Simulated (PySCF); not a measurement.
Al₂H₄, charge -1, multiplicity 2. Atoms are numbered in the order given.

```xyz
6

Al     0.0000     0.0000    -1.2286
Al     0.0000     0.0000     1.2286
H      0.0000     1.3317    -2.1599
H      0.0000    -1.3317    -2.1599
H      0.0000     1.3317     2.1599
H      0.0000    -1.3317     2.1599
```
Charge -1, spin multiplicity 2.

Geometry optimised at ωB97X-D3(BJ)/def2-TZVPD.

Calculation: CAM-B3LYP/def2-TZVPD (PySCF).

Mulliken values depend strongly on the basis, most of all with diffuse functions as here. ESP charges are fitted to the potential on shells at 1.4 to 2.0 van der Waals radii. Atomic charges (e):

```
atom  meta-Löwdin  ESP fit  Mulliken spin
----  -----------  -------  -------------
Al1    (withheld)    -0.06           0.50
Al2    (withheld)    -0.06           0.50
H3     (withheld)    -0.22           0.00
H4     (withheld)    -0.22           0.00
H5     (withheld)    -0.22           0.00
H6     (withheld)    -0.22           0.00
```

**Question.** Fill in the missing entries. (The exact figures need the calculation; the answer reports its results.)

**Answer.** 
- Al1, meta-Löwdin: -0.13
- Al2, meta-Löwdin: -0.13
- H3, meta-Löwdin: -0.18
- H4, meta-Löwdin: -0.18
- H5, meta-Löwdin: -0.18
- H6, meta-Löwdin: -0.18
